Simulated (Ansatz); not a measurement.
One change: `N#C[SiH](F)F` becomes `F[SiH](F)[NH][GeH3]`.

Ansatz, PBE0-D4/def2-TZVP geometries, multiplicity 1. Each molecule was computed in one conformer, which needn't be the lowest.

Scalar relativity is left out up to krypton.

```csv
property,`N#C[SiH](F)F`
LUMO energy (PBE/def2-TZVPP) / eV,-2.38
HOMO energy (B3LYP/def2-TZVPP) / eV,-10.38
LUMO energy (PBE0/def2-TZVPP) / eV,-1.40
HOMO energy (PBE0/def2-TZVPP) / eV,-10.65
HOMO energy (PBE/def2-TZVPP) / eV,-9.04
HOMO–LUMO gap (PBE/def2-TZVPP) / eV,6.66
```

Give the same properties after the change, and the shifts. (Best estimate.)

Computed: 
| property | `F[SiH](F)[NH][GeH3]` | shift |
| --- | --- | --- |
| LUMO energy (PBE/def2-TZVPP) / eV | -0.70 | 1.68 |
| HOMO energy (B3LYP/def2-TZVPP) / eV | -7.81 | 2.57 |
| LUMO energy (PBE0/def2-TZVPP) / eV | 0.15 | 1.55 |
| HOMO energy (PBE0/def2-TZVPP) / eV | -8.06 | 2.59 |
| HOMO energy (PBE/def2-TZVPP) / eV | -6.64 | 2.40 |
| HOMO–LUMO gap (PBE/def2-TZVPP) / eV | 5.94 | -0.72 |

With PBE0 the HOMO rises by 2.59 eV and the LUMO rises by 1.55 eV, so the gap narrows by about 1.04 eV. PBE moves the HOMO by 2.40 eV and ωB97M-V by 2.61 eV.

B3LYP here is the variant with VWN-RPA as its local correlation; programs differ in this.
